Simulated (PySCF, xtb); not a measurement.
B2H4O, SMILES BOB.

GFN2-xTB run with xtb at its own geometry gives an orbital gap of 5.77 eV and a dipole moment of 0.00 D.

Geometry optimised at B3LYP-D3(BJ)/def2-TZVP.

Question: What does HF/def2-TZVPD run with PySCF give? (Estimate from the structure and the level; the computed values follow.)

Answer: gap 13.66 eV (levels -12.34 and 1.31 eV), dipole 0.00 D.
